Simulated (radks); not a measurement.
The mean radii <r> (bohr) of the occupied orbitals of an atom or ion are listed with their occupations. All-electron calculation, scalar-relativistic Kohn-Sham, r2SCAN, spin-polarised, spherical densities, finite nucleus; meta-GGA in the generalised Kohn-Sham scheme; Fermi nuclear charge, rms radius of each element as measured or else 0.836 A^(1/3) + 0.57 fm. Program: a radial shooting solver on a logarithmic mesh with Libxc functionals.

orbital  occ.      <r>
1s up       1  0.01899
1s down     1  0.01899
2s up       1  0.08040
2s down     1  0.08040
2p up       3  0.07177
2p down     3  0.07178
3s up       1   0.2079
3s down     1   0.2079
3p up       3   0.2077
3p down     3   0.2076
3d up       5   0.1883
3d down     5   0.1883
4s up       1   0.4437
4s down     1   0.4437
4p up       3   0.4620
4p down     3   0.4617
4d up       5   0.4727
4d down     5   0.4719
5s up       1   0.8251

Name the element and its charge. Open shells, if any, are filled with parallel spins first.

Answer. Z = 72, hafnium, charge +25: Hf25+ in [Kr] 4d10 5s1. The 1s radius gives Z: for a bare nucleus <r> = (2 gamma + 1)/(2Z) with gamma = sqrt(1 - (Z/c)^2), 0.01876 bohr for Z = 72, and screening makes it slightly larger (0.01899 here). The occupations add up to 47, and the charge is Z minus that.
